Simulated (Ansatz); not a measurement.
The first iterations of a band of C2H4O3Si (10 atoms, charge 0, multiplicity 1).

Level of theory: RKS r2SCANh-D4/STO-3G (Ansatz 0.2.0).

| Property | Result |
| --- | --- |
| movable images | 5 |
| climbing image | from the first iteration |
| spring | 5.0 eV/Å² |
| optimiser | fire |
| start path | through a guess of the saddle point |
| force threshold | 0.03 eV/Å |
| iteration limit | 60 |
| end points | relaxed |

First end point:

```xyz
10
Properties=species:S:1:pos:R:3
O 0.842 -1.651 -0.053
C 0.647 -0.674 -0.809
O 1.120 -0.603 -2.138
C -0.153 0.637 -0.414
O -0.302 1.565 -1.239
Si -0.800 0.560 1.390
H 1.603 -1.500 -2.239
H -1.702 -0.559 1.517
H -1.492 1.785 1.701
H 0.319 0.389 2.285
```

Last end point:

```xyz
10
Properties=species:S:1:pos:R:3
O -0.156 -1.755 -0.560
C 0.401 -0.700 -0.934
O 1.182 -0.596 -2.107
C 0.328 0.687 -0.168
O 0.922 1.693 -0.615
Si -0.735 0.566 1.423
H 1.133 -1.549 -2.479
H -0.154 -0.418 2.304
H -2.075 0.170 1.064
H -0.763 1.851 2.076
```

| iteration | highest image above the first end (eV) | largest band force component (eV/Å) |
| --- | --- | --- |
| 1 | 1.261 | 5.705 |
| 2 | 0.789 | 5.982 |
| 3 | 0.482 | 4.004 |
| 4 | 0.302 | 2.085 |
| 5 | 0.289 | 1.807 |
| 6 | 0.268 | 1.308 |
| 7 | 0.244 | 1.227 |
| 8 | 0.219 | 1.122 |
| 9 | 0.196 | 1.093 |
| 10 | 0.172 | 1.320 |
| 11 | 0.144 | 1.278 |
| 12 | 0.113 | 0.845 |
| 13 | 0.086 | 0.772 |
| 14 | 0.072 | 0.808 |
| 15 | 0.067 | 0.916 |
| 16 | 0.063 | 0.565 |

Task: Does the band converge within its limit, and where does its top end?

Result: The run converged. It ended after 50 iterations with the highest image 0.044 eV above the first end. Another band between the same ends (5 images) ends at a top of the same energy, where a vibrational analysis finds 1 clearly imaginary mode. Limits of this set-up: minimal basis.

Time of the run: 16 min on 1 thread of Arm Neoverse V1, on a shared host, peak memory 0.13 GiB.
